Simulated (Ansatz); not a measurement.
A nudged elastic band was laid between two geometries of GaH$_{5}$S (7 atoms, charge 0, multiplicity 1).

All numbers below come from Ansatz 0.2.0, RHF/def2-SVP.

| Item | Value |
| --- | --- |
| movable images | 7 |
| climbing image | yes |
| spring | 5.0 eV/Å² |
| optimiser | quadratic models (default) |
| start path | through a guess of the saddle point |
| force threshold | 0.03 eV/Å |
| iteration limit | 60 |
| end points | relaxed |

Image 0:

```xyz
7
Properties=species:S:1:pos:R:3
S -0.800 -1.430 0.096
Ga 0.205 1.216 -0.124
H -0.110 -1.828 1.166
H 0.005 -2.032 -0.782
H -0.386 1.449 -1.570
H -0.577 1.749 1.140
H 1.725 0.808 0.028
```

Image 8:

```xyz
7
Properties=species:S:1:pos:R:3
S 0.081 -1.637 -0.205
Ga 0.287 1.197 -0.152
H 0.059 -1.871 1.109
H -1.241 -1.737 -0.358
H -0.168 1.374 -1.654
H -0.779 1.392 1.001
H 1.823 1.214 0.213
```

(1) Which bonds break or form, and what moves?

(2) What energy profile does the band end with?

(3) What is the geometry of the highest image?

Answers

(1) No bond is made or broken.  The two ends are copies of one structure, up to a mirror image or an exchange of like atoms.

(2) The run converged. The highest image is number 3 of 0 to 8, 0.235 eV above the ends, which have the same energy within 2 meV. A vibrational analysis at the climbing image gives 2 clearly imaginary modes (297i, 63i cm⁻¹): a point of higher order, so a lower path passes nearby.

| image | path coordinate (Å) | energy (eV) |
| --- | --- | --- |
| 0 | 0.00 | 0.000 |
| 1 | 0.51 | 0.041 |
| 2 | 1.01 | 0.129 |
| 3 | 1.52 | 0.235 |
| 4 | 2.02 | 0.126 |
| 5 | 2.52 | 0.040 |
| 6 | 3.02 | 0.010 |
| 7 | 3.53 | 0.004 |
| 8 | 4.03 | 0.000 |

(3) 
```xyz
7
Properties=species:S:1:pos:R:3
S -0.305 -1.608 0.143
Ga 0.344 1.584 -0.153
H -0.583 -2.369 1.201
H -0.451 -2.572 -0.765
H -0.328 1.579 -1.578
H -0.523 1.877 1.130
H 1.908 1.441 -0.025
```

The run took 2.5 min on 1 thread of Intel(R) Xeon(R) Platinum 8375C CPU @ 2.90GHz (Ice Lake), on a shared host, peak memory 0.18 GiB.
